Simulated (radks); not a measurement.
The numbers below are computed, except where a source is named.
Task: Valence configurations of Bi+. Code: a radial shooting solver on a logarithmic mesh with Libxc functionals. Model: scalar-relativistic Kohn-Sham, PBE, spin-unpolarised, spherical densities, finite nucleus; Fermi nuclear charge, rms radius 5.5211 fm. Order these by energy: [Xe] 4f14 5d9.5 6s2 6p2.5; [Xe] 4f14 5d8 6s2 6p4; [Xe] 4f13 5d10 6s1 6p4; [Xe] 4f14 5d9 6s1 6p4; [Xe] 4f14 5d10 6s1 6p3; [Xe] 4f14 5d9 6s2 6p3; [Xe] 4f13 5d10 6s2 6p3; [Hg] 6p2; [Xe] 4f14 5d10 6p4; [Xe] 4f13 5d10 6p5.

Result: From the lowest, in eV above it: [Hg] 6p2 0.000; [Xe] 4f14 5d10 6s1 6p3 10.799; [Xe] 4f14 5d9.5 6s2 6p2.5 12.291; [Xe] 4f14 5d10 6p4 21.882; [Xe] 4f14 5d9 6s2 6p3 25.414; [Xe] 4f14 5d9 6s1 6p4 37.071; [Xe] 4f14 5d8 6s2 6p4 54.149; [Xe] 4f13 5d10 6s2 6p3 158.76; [Xe] 4f13 5d10 6s1 6p4 170.58; [Xe] 4f13 5d10 6p5 182.68. NIST lists [Hg] 6p2 as the ground configuration; this level of theory agrees among the configurations tried. The energies are those of spherical spin-averaged densities, not of single terms.
